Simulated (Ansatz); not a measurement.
Total energies of `[CH2]B(C)N` radical.

Cartesian coordinates in Å:
```
C -0.340 -1.567 -0.022
B 0.020 -0.079 0.150
C -0.070 0.937 -1.054
N 0.439 0.365 1.416
H -0.285 -2.292 0.788
H -0.672 -1.986 -0.967
H -1.082 0.953 -1.474
H 0.588 0.626 -1.871
H 0.195 1.964 -0.788
H 0.690 1.320 1.606
H 0.517 -0.240 2.215
```

The species carries charge 0 and has multiplicity 2. The structure was optimised at the PBE0-D4/def2-TZVP level. It is one conformer, not always the lowest. Basis def2-TZVPP, Ansatz.

RPA on PBE orbitals: Hartree–Fock energy of these orbitals -158.99527 Eh, correlation -1.08993 Eh (frozen core).

| functional | energy without D4 (Eh) | D4 term (kJ/mol) |
| --- | --- | --- |
| revPBE | -160.04622 | -55.6 |
| BLYP | -160.01661 | -36.3 |
| r2SCAN | -160.00019 | -4.1 |
| B97M-V | -160.10188 | – |
| PBE0 | -159.89619 | -13.5 |
| B3LYP | -160.11176 | -25.7 |
| r2SCANh | -159.99483 | -4.2 |
| r2SCAN0 | -159.98756 | -4.6 |
| HSE06 (plane-wave form) | -159.88615 | -12.4 |
| BHLYP | -160.00533 | -17.8 |
| LC-ωPBE | -159.99331 | – |
| ωB97X-V | -160.04716 | – |
| ωB97M-V | -160.00945 | – |
| B2PLYP | -159.94788 | – |

(1) Give the same for LDA (SPW92), PBE, CAM-B3LYP, PBE-QIDH. (An estimate is asked.)

B3LYP takes the VWN-RPA correlation (the form of Gaussian; ORCA's B3LYP/G). HSE06 is the plane-wave form, built on full-range PBE exchange. The double hybrids freeze the cores in their second-order part.

## Answers

(1) The calculation gave: 
```
 functional  energy without D4 (Eh)  D4 term (kJ/mol)
LDA (SPW92)              -158.58364                 –
        PBE              -159.86816             -16.1
  CAM-B3LYP              -160.00878             -13.4
   PBE-QIDH              -159.87185                 –
```

LC-ωPBE has ω = 0.4 bohr⁻¹.
